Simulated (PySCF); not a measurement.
# C3H9AlF2S: core ionisation energies

Compound: C3H9AlF2S.
Numbering: `[CH3:1][S@@+:2]([AlH3-:3])[CH2:4][CH:5]([F:6])[F:7]`

Structure used (PBE0-D3(BJ)/def2-SVP), in Å, numbered top down from 1:
```xyz
16
C3H9AlF2S angstrom
C     -1.1910    1.8103   -0.1241
S     -0.1411    0.6474    0.7717
Al    -1.6190   -1.3409    0.7631
C      1.0181    0.2020   -0.5506
C      2.0623   -0.7818   -0.0657
F      2.8986   -1.0362   -1.0934
F      2.7789   -0.2354    0.9370
H     -2.0030    2.0856    0.5620
H     -1.6142    1.3330   -1.0191
H     -0.6108    2.7053   -0.3867
H     -1.8920   -1.3034   -0.8235
H     -2.7631   -0.7990    1.7404
H     -0.5676   -2.4318    1.2857
H      1.5352    1.1142   -0.8858
H      0.4592   -0.2408   -1.3893
H      1.6298   -1.7331    0.2894
```

Computed with delta-SCF UKS SCAN, pcX-2 on the ionised atom, pcseg-1 elsewhere, spin-free X2C (PySCF). Vertical ΔSCF values, vacuum level as zero.

Problem. What binding energy does each computed site have?

Solution. 
```json
{"atom(s)": "S2", "environment": "sulfur bonded to Al and 2 C", "level": "S 1s", "binding energy (eV)": "2478.63", "above the level's lowest (eV)": "0.00", "count": "1"}
{"atom(s)": "Al3", "environment": "aluminium bonded to S and 3 H", "level": "Al 1s", "binding energy (eV)": "1565.74", "above the level's lowest (eV)": "0.00", "count": "1"}
{"atom(s)": "F6", "environment": "fluorine of a CF2 group", "level": "F 1s", "binding energy (eV)": "693.62", "above the level's lowest (eV)": "+0.02", "count": "1"}
{"atom(s)": "F7", "environment": "fluorine of a CF2 group", "level": "F 1s", "binding energy (eV)": "693.60", "above the level's lowest (eV)": "0.00", "count": "1"}
{"atom(s)": "C5", "environment": "CHF2 carbon", "level": "C 1s", "binding energy (eV)": "296.16", "above the level's lowest (eV)": "+3.93", "count": "1"}
{"atom(s)": "C4", "environment": "sp3 carbon bound to sulfur", "level": "C 1s", "binding energy (eV)": "292.35", "above the level's lowest (eV)": "+0.12", "count": "1"}
{"atom(s)": "C1", "environment": "S-methyl carbon", "level": "C 1s", "binding energy (eV)": "292.23", "above the level's lowest (eV)": "0.00", "count": "1"}
```

Lowest listed C 1s: C1, bonded to S and 3 H. Highest, 3.93 eV above it: C5, bonded to 2 F, C and H. The widest gap between neighbouring values is 3.81 eV, between 292.35 and 296.16 eV.

The 2 F 1s values lie within 0.02 eV of each other; Gaussian lines of 0.5 eV full width would blend them into one maximum.

Problem. Which photon wavelength matches the C 1s of C4 threshold?

Solution. λ = hc/E = 12398.42 eV Å / 292.35 eV = 42.410 Å.

Problem. Which effective nuclear charge Zeff reproduces each element's mean 1s value in the hydrogen-like formula E = 13.606 eV × Zeff²?

Solution. C (Z = 6): mean 293.6 eV, Zeff = 4.65, Z − Zeff = 1.35; F (Z = 9): mean 693.6 eV, Zeff = 7.14, Z − Zeff = 1.86; Al (Z = 13): mean 1565.7 eV, Zeff = 10.73, Z − Zeff = 2.27; S (Z = 16): mean 2478.6 eV, Zeff = 13.50, Z − Zeff = 2.50. Means run over the listed sites, weighted by atom count.

Not every level is listed. Isolated species at its PBE0-D3(BJ)/def2-SVP geometry (one conformer only).
